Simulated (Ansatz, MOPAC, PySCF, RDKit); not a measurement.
Noncovalent pair: CH4O (SMILES CO) (first 6 atoms) with CHN (SMILES C#N); geometry from B3LYP-D3(BJ)/def2-TZVP, rigid monomers moved along the line of their centres of mass till O2···H9 is 1.77 Å.
(charge 0, multiplicity 1):
```xyz
9

C      0.0701     0.0851    -0.2936
O     -0.8249    -0.3368     0.7350
H      0.7144    -0.7321    -0.6293
H      0.6936     0.8677     0.1348
H     -0.4701     0.4983    -1.1496
H     -1.3914    -1.0384     0.3995
C     -0.1664     0.2673     3.4423
N      0.1474     0.5385     4.5119
H     -0.4560     0.0119     2.4350
```

Counterpoise-corrected where a basis set is named; no monomer relaxation. Rows marked so take none. RDKit's UFF carries no charges.

Rows in 6-311+G** carry no dispersion term and start afresh at each structure. The state that PM7 reach isn't checked; PM7 holds dispersion and hydrogen-bond terms.

Programs: Ansatz (Gaussian orbitals); MOPAC for PM7 (differences of heats of formation); PySCF for 6-311+G** rows; RDKit for the force fields. Values without a source in brackets are computed.

Problem. One of these levels gives 223.6 kJ/mol for the interaction energy. Which one is it?
A. B3LYP/6-311+G** (no counterpoise)
B. r2SCAN/def2-TZVPPD
C. PM7
D. UFF

Solution. D, UFF. The others give -9.2 (PM7), -19.6 (r2SCAN/def2-TZVPPD), -22.0 (B3LYP/6-311+G** (no counterpoise))

Ansatz is a first-principles code.
